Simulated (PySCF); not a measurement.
How methods differ on the ionisation energy of Zr²⁺

Zr²⁺ [Kr] 4d2 (3F) → Zr³⁺ [Kr] 4d1 (2D), as a difference of total energies. All numbers are calculated (PySCF 2.14, scalar relativity by spin-free X2C-1e, in x2c-TZVPPall with one added diffuse shell each of s, p, d, f type (9s7p7d3f1g, 95 functions)). Correlated levels: valence: [Kr] frozen; valence and next inner shell: [Ar] 3d10 frozen. The calculations carry no spin-orbit coupling.

```tsv
method	ionisation energy (eV)	plus first-order spin-orbit estimate	difference from reference of that sum (eV)
UHF	22.392	22.406	-0.764
LDA	23.481	23.495	+0.325
PBE	23.469	23.483	+0.313
PBE0	23.408	23.421	+0.251
r2SCAN	23.423	23.437	+0.267
BHandHLYP	23.209	23.223	+0.053
CAM-B3LYP	23.344	23.358	+0.188
wB97X	23.040	23.053	-0.117
r2SCAN0	23.386	23.400	+0.230
MP2 (valence)	22.488	22.502	-0.668
SCS-MP2 (valence)	22.424	22.438	-0.732
MP2 (valence and next inner shell)	22.853	22.866	-0.304
SCS-MP2 (valence and next inner shell)	22.771	22.784	-0.386
```

Reference: 23.170 eV (semi-empirical (NIST evaluation); NIST Atomic Spectra Database, ionization energies).

A first-order spin-orbit estimate (lowest level to lowest level, LS coupling) adds 0.014 eV.

Errors of the correlated levels include the incompleteness of this basis and the frozen core.
